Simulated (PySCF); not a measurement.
**Electron correlation in Ba (barium, neutral)**

[Xe] 6s1 6p1, high-spin 3P determinant (an excited configuration). All numbers are calculated (PySCF 2.14, the spin-free X2C one-electron Hamiltonian (Gaussian nucleus), in x2c-TZVPPall with one added diffuse shell each of s, p, d type (12s8p7d2f1g, 94 functions)). Frozen: [Kr] 4d10; 10 electrons correlated.

```json
{"level": "CCSD", "correlation energy (mhartree)": "-186.42"}
{"level": "(T)", "correlation energy (mhartree)": "-5.21"}
{"level": "CCSD(T)", "correlation energy (mhartree)": "-191.63"}
```

Diagnostics: T1 = 0.022, D1 = 0.0942, largest double amplitude 0.055.

Is a single reference adequate?

Yes, within this model without spin-orbit coupling: T1 lies below 0.03 and no double amplitude reaches 0.07.

This basis was not built for core-valence correlation, so the inner-shell part is incomplete.
